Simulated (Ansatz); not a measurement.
`N[SiH2][SiH2]N` → `N[SiH3]` + `N[SiH]` at 298.15 K and 1 bar (silylene formation by 1,1-elimination).

Calculated with Ansatz (gas phase, PBE0-D4/def2-TZVP geometries, no zero-point term in ΔE). CCSD(T)/CBS adds triple-zeta CCSD(T) − MP2 to the extrapolated MP2 energy (def2 sets, frozen cores). This one scheme is used for every species. One conformer a species, not always the lowest.

| species | CCSD(T)/CBS energy (Eh) | H − E (kJ/mol) | S (J/(mol·K)) |
| --- | --- | --- | --- |
| `N[SiH2][SiH2]N` | -692.42289 | 250.8 | 353.6 |
| `N[SiH3]` | -346.80422 | 145.7 | 264.3 |
| `N[SiH]` | -345.56329 | 99.2 | 245.4 |

H − E and S are ideal-gas, rigid-rotor, harmonic terms from PBE0-D4/def2-TZVP, for one conformer and one mirror image of each species. 1 Eh = 2625.50 kJ/mol, R = 8.31446 J/(mol·K).

**Question.** By hand: ΔE, ΔH, ΔS and ΔG.

**Answer.** ΔE = (-346.80422) + (-345.56329) − (-692.42289) = 0.05538 Eh = 145.4 kJ/mol. Δ(H − E) = 145.7 + 99.2 − 250.8 = -5.9, so ΔH = 139.5 kJ/mol. ΔS = 264.3 + 245.4 − 353.6 = 156.1 J/(mol·K). ΔG = 139.5 − 298.15 × (156.1)/1000 = 93.0 kJ/mol.

**Question.** By hand: the equilibrium constant, and the temperature at which ΔG would vanish if ΔH and ΔS stayed fixed.

**Answer.** log₁₀ K = −ΔG/(RT ln 10) = -16.3. ΔG = 0 at ΔH/ΔS = 894 K.

The number of gas molecules changes by +1, which sets the sign of ΔS. A doubt of 5 kJ/mol in ΔE shifts log₁₀ K by 0.9 here. Other conformers and mirror images would add mixing entropy, several J/(mol·K) or more a flexible species. Modes under 60 cm⁻¹, often nearly free rotors, make the harmonic entropy too high. These are equilibria of isolated gas molecules and say nothing of rates. Largest T1 diagnostic: 0.015 (customary marks: 0.02 for closed shells, 0.045 for open ones).
